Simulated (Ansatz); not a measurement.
CH6BrSi2 (`C[Si]([SiH3])Br`) radical. Charge 0, multiplicity 2. The structure was optimised at the PBE0-D4/def2-TZVP level.

```xyz
10

C    -0.284    1.718   -0.380
Si   -0.750   -0.085   -0.577
Si    0.815   -1.612    0.250
Br   -2.689   -0.437    0.489
H     0.663    1.914   -0.889
H    -0.174    1.971    0.678
H    -1.052    2.364   -0.811
H     0.303   -2.989    0.033
H     1.076   -1.408    1.703
H     2.092   -1.438   -0.494
```

(1) What is the dipole moment at ωB97M-V/def2-TZVPP? (Best estimate.)

(2) And with PBE, r2SCAN, B3LYP? (An estimate is asked.)

(3) Give the Mulliken charges with ωB97M-V, r2SCAN, B3LYP in def2-TZVPP. (Estimate.)

Answers

(1) The calculation gave: 1.86 D, with components (1.44, 1.06, -0.52) D in this frame, pointing from negative to positive charge.

(2) Computed: PBE 1.73 D, r2SCAN 1.84 D, B3LYP 1.81 D.

(3) The calculation gave: 
| atom | ωB97M-V | r2SCAN | B3LYP |
| --- | --- | --- | --- |
| C1 | -0.42 | -0.29 | -0.37 |
| Si2 | 0.21 | 0.25 | 0.25 |
| Si3 | 0.06 | 0.18 | 0.16 |
| Br4 | -0.21 | -0.23 | -0.23 |
| H5 | 0.13 | 0.09 | 0.11 |
| H6 | 0.14 | 0.09 | 0.12 |
| H7 | 0.13 | 0.09 | 0.12 |
| H8 | 0.00 | -0.05 | -0.05 |
| H9 | -0.01 | -0.05 | -0.05 |
| H10 | -0.02 | -0.06 | -0.06 |

B3LYP here is the variant with VWN-RPA as its local correlation; programs differ in this.
